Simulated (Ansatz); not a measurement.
Consider the substitution at a C–C bond: `Cc1ccc(C)nc1` + `CC(=N)O` → `C/N=C(\C)O` + `Cc1ccccn1`.

Computed with Ansatz on PBE0-D4/def2-TZVP structures; ΔE is electronic, products minus reactants. CCSD(T)/CBS is the MP2 limit (def2-TZVPP, def2-QZVPP) plus CCSD(T) − MP2 in def2-TZVPP, frozen cores. Functionals use def2-TZVPP. B3LYP here is the variant with VWN-RPA as its local correlation; programs differ in this. HSE06 is defined as in plane-wave codes. One conformer a species, not always the lowest.

`Cc1ccc(C)nc1`:

Z-matrix (Å, degrees):
```
C
C 1 1.496
H 1 1.093 2 111.3
H 1 1.093 2 111.3 3 -119.6
H 1 1.091 2 111.1 3 120.2
C 2 1.391 1 121.5 3 -120.9
C 2 1.389 1 122.3 3 59.1
N 6 1.326 2 124.8 1 -180.0
H 6 1.089 2 119.3 1 0.1
C 7 1.382 2 119.7 1 180.0
H 7 1.086 2 120.1 1 -0.1
C 8 1.332 6 118.5 2 -0.0
H 10 1.084 7 120.6 2 180.0
C 12 1.496 8 116.8 6 180.0
H 14 1.091 12 111.8 8 179.9
H 14 1.092 12 110.2 8 -59.1
H 14 1.092 12 110.2 8 58.8
```

`CC(=N)O`:

```xyz
9

C     0.125    0.041   -1.034
C    -0.028    0.036    0.451
N    -0.540   -0.845    1.198
O     0.473    1.158    1.000
H    -0.391    0.906   -1.456
H     1.181    0.134   -1.297
H    -0.278   -0.869   -1.473
H    -0.878   -1.635    0.660
H     0.334    1.074    1.953
```

`C/N=C(\C)O`:

```xyz
12

C    -0.031   -0.274   -1.629
N     0.892   -0.444   -0.535
C     0.530   -0.099    0.623
C    -0.778    0.488    1.039
O     1.384   -0.253    1.654
H     0.439   -0.616   -2.552
H    -0.953   -0.854   -1.493
H    -0.321    0.775   -1.774
H    -0.956    1.425    0.506
H    -0.798    0.677    2.110
H    -1.594   -0.190    0.778
H     2.187   -0.635    1.271
```

`Cc1ccccn1`:

Z-matrix (Å, degrees):
```
C
C 1 1.496
H 1 1.092 2 110.1
H 1 1.090 2 111.8 3 121.1
H 1 1.092 2 110.1 3 -117.7
C 2 1.392 1 121.6 3 -121.1
N 2 1.334 1 116.5 3 58.9
C 6 1.384 2 119.3 1 180.0
H 6 1.084 2 120.0 1 0.0
C 7 1.326 2 118.3 1 -180.0
C 8 1.384 6 118.8 2 0.0
H 8 1.084 6 120.4 2 -180.0
H 10 1.087 7 116.0 2 180.0
H 11 1.083 8 121.6 6 180.0
```

**Question.** Is it downhill or uphill in electronic energy at CCSD(T)/CBS, and by how much? (Best estimate.)

**Answer.** The calculation gave: Uphill: ΔE = +0.44 eV.

**Question.** What do these levels give: BLYP-D4, B3LYP-D4, r2SCAN0-D4, HSE06-D4, r2SCAN0, HSE06, CAM-B3LYP, MP2/def2-SVP, CCSD/def2-SVP, SCS-MP2/def2-TZVPP, CCSD(T)/def2-TZVPP, MP2/def2-QZVPP? (An estimate is asked.)

**Answer.** Ansatz gave: BLYP-D4 0.40, B3LYP-D4 0.42, r2SCAN0-D4 0.45, HSE06-D4 0.45, r2SCAN0 0.45, HSE06 0.44, CAM-B3LYP 0.41, MP2/def2-SVP 0.47, CCSD/def2-SVP 0.43, SCS-MP2/def2-TZVPP 0.46, CCSD(T)/def2-TZVPP 0.45, MP2/def2-QZVPP 0.48 eV.

Largest T1 diagnostic among the species: 0.013.

Leaving LDA and LC-ωPBE aside and taking each functional with its dispersion term where it has one, the values, not all of them listed here, spread over 0.06 eV, from BLYP-D4 to PBE-QIDH. From BLYP to BHLYP (50 % exact exchange), in def2-TZVPP and without D4, ΔE moves by +0.03 eV.
